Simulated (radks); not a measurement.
Results of a calculation; reference values are marked as such.
Spherical quantum dot in the effective-mass picture: electrons in a parabolic well V = omega^2 r^2 / 2 with omega = 0.128, all in effective atomic units (hartree* = m*/eps^2 hartree, bohr* = eps/m* bohr), one dielectric constant everywhere. Level of theory: non-relativistic Kohn-Sham, LDA (Slater exchange, Perdew-Wang correlation), spin-polarised, spherical densities (a radial shooting solver with Libxc functionals). Levels are named by radial order and angular momentum (1s, 1p, 1d, 2s, ...), and open shells are averaged over m. Each electron was tried in the lowest free levels, single moves between levels near the top were tried too, and the lowest total energy was kept; such a search can miss a lower state. At N = 1 the Hartree and exchange-correlation terms need not cancel, so that row can carry a self-interaction error.

N        open shells  2S  E (hartree*)  mu = E(N) - E(N-1) (hartree*)  addition energy mu(N+1) - mu(N) (hartree*)  e(HOMO) (hartree*)  rms radius (bohr*)
1   1s(up 1, down 0)   1      0.196990                        0.19699                                      0.2269             0.29436               3.479
2               none   0      0.620882                        0.42389                                      0.2525             0.51115               4.009
3   1p(up 1, down 0)   1       1.29731                        0.67643                                      0.1452             0.74938               4.626
4   1p(up 2, down 0)   2       2.11893                        0.82162                                      0.1414             0.89313               5.038
5   1p(up 3, down 0)   3       3.08191                        0.96298                                      0.1618              1.0319               5.368
6   1p(up 3, down 1)   2       4.20670                         1.1248                                      0.1246              1.1874               5.673
7   1p(up 3, down 2)   1       5.45607                         1.2494                                      0.1222              1.3109               5.938
8               none   0       6.82764                         1.3716                                      0.1765              1.4317               6.178
9   1d(up 1, down 0)   1       8.37574                         1.5481                                      0.1101              1.6035               6.436
10  1d(up 2, down 0)   2       10.0340                         1.6582                                      0.1082              1.7127               6.667
11  1d(up 3, down 0)   3       11.8004                         1.7664                                      0.1062              1.8199               6.877
12  1d(up 4, down 0)   4       13.6730                         1.8726                                      0.1042              1.9250               7.071
13  1d(up 5, down 0)   5       15.6498                         1.9768                                      0.1219              2.0283               7.253
14  1d(up 5, down 1)   4       17.7486                         2.0987                                     0.09808              2.1480               7.430
15  1d(up 5, down 2)   3       19.9454                         2.1968                                     0.09683              2.2454               7.596
16  1d(up 5, down 3)   2       22.2390                         2.2936                                     0.09552              2.3416               7.754
17  1d(up 5, down 4)   1       24.6282                         2.3892                                     0.09421              2.4365               7.905
18              none   0       27.1116                         2.4834                                      0.1088              2.5300               8.049
19  2s(up 1, down 0)   1       29.7037                         2.5921                                      0.1053              2.6389               8.191
20              none   0       32.4011                         2.6974                                      0.1039              2.7434               8.329
21  1f(up 1, down 0)   1       35.2024                         2.8013                                     0.08700              2.8450               8.468
22  1f(up 2, down 0)   2       38.0907                         2.8883                                     0.08608              2.9315               8.601
23  1f(up 3, down 0)   3       41.0651                         2.9744                                     0.08517              3.0171               8.729
24  1f(up 4, down 0)   4       44.1247                         3.0596                                     0.08429              3.1019               8.852
25  1f(up 5, down 0)   5       47.2686                         3.1439                                     0.08342              3.1857               8.972
26  1f(up 6, down 0)   6       50.4958                         3.2273                                     0.08258              3.2687               9.088
27  1f(up 7, down 0)   7       53.8057                         3.3099                                     0.09661              3.3509               9.200
28  1f(up 7, down 1)   6       57.2122                         3.4065                                     0.07999              3.4466               9.311
29  1f(up 7, down 2)   5       60.6986                         3.4865                                     0.07933              3.5262               9.419
30  1f(up 7, down 3)   4       64.2644                         3.5658                                     0.07868              3.6052               9.524
31  1f(up 7, down 4)   3       67.9089                         3.6445                                     0.07803              3.6836               9.627
32  1f(up 7, down 5)   2       71.6314                         3.7225                                     0.07739              3.7613               9.727
33  1f(up 7, down 6)   1       75.4313                         3.7999                                           -              3.8384               9.825

All shells are closed at N = 2, 8, 18, 20 (there: 1s2 1p6 1d10 2s2); the second difference of the energy has clear peaks (12 % above both neighbours; the first and last values, which can be the largest, are not judged, and half-filled shells can peak too) at N = 5, 8, 13, 27.
